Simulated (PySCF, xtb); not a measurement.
CH6InN, SMILES [CH3][InH][NH2].

xtb 6.7.1 with GFN2-xTB at its own geometry gives an orbital gap of 3.42 eV and a dipole moment of 1.82 D.

The structure is a stationary point at B3LYP-D3(BJ)/def2-SVP. The def2 effective core potentials stand for the cores of In; spin–orbit coupling is left out. The values are those of a single conformer.

What does ωB97X/def2-TZVPD (PySCF) give? (An estimate is asked for; the answer gives what the named calculation found.)

gap 10.06 eV (levels -9.21 and 0.85 eV), dipole 0.57 D.
